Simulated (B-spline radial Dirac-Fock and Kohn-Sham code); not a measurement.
# Pb⁶⁺: eigenvalues, ΔSCF and the reference

System: lead as Pb⁶⁺, configuration [Xe] 4f14 5d8.

The density-functional columns are spherical, spin-unpolarised Dirac-Kohn-Sham results without Breit or QED terms: −ε is minus the orbital energy of the initial state and ΔSCF the difference of two total energies. The reference in the last column comes from ΔSCF Dirac-Fock with Breit, self-energy and vacuum polarisation, finite nucleus, configuration average. All numbers are from a radial finite-basis atomic code, in eV; a selection of levels is shown. The Kohn-Sham columns are given as differences from the reference. For the 1s level of heavy atoms much of the gap between ΔSCF and the reference is the Breit and QED part, -494.0 eV here; for other levels the error of the functional can be larger.

| level | PBE −ε − DF | PBE ΔSCF − DF | LDA −ε − DF | LDA ΔSCF − DF | Dirac-Fock |
| --- | --- | --- | --- | --- | --- |
| K (1s) | -93.3 | +554.8 | -161.9 | +483.9 | 88091.5 |
| L1 (2s) | -165.9 | -43.1 | -176.3 | -53.1 | 15959.1 |
| L2 (2p1/2) | -114.4 | +44.4 | -119.2 | +39.7 | 15291.0 |
| L3 (2p3/2) | -139.3 | -7.8 | -141.8 | -10.1 | 13126.6 |
| M1 (3s) | -97.5 | -59.0 | -100.2 | -61.5 | 3949.1 |
| M2 (3p1/2) | -78.9 | -37.5 | -79.9 | -38.4 | 3650.7 |
| M3 (3p3/2) | -79.4 | -42.4 | -79.8 | -42.6 | 3162.7 |
| N1 (4s) | -56.4 | -37.2 | -57.7 | -38.5 | 990.0 |
| N2 (4p1/2) | -48.4 | -29.2 | -48.9 | -29.7 | 860.5 |
| N3 (4p3/2) | -47.8 | -29.6 | -48.4 | -30.3 | 740.3 |
| N6 (4f5/2) | -16.7 | +0.7 | -16.2 | +1.2 | 231.6 |
| N7 (4f7/2) | -16.9 | +0.3 | -16.4 | +0.9 | 226.8 |
| O1 (5s) | -19.8 | -8.6 | -19.4 | -8.2 | 241.6 |
| O2 (5p1/2) | -15.0 | -4.2 | -14.6 | -3.7 | 194.9 |
| O3 (5p3/2) | -15.0 | -4.8 | -14.8 | -4.6 | 171.8 |
| O4,5 (5d) | -7.6 | +1.3 | -7.3 | +1.5 | 102.8 |

Values without a named source are computed, but for edge energies of neutral atoms, which are taken from tables.
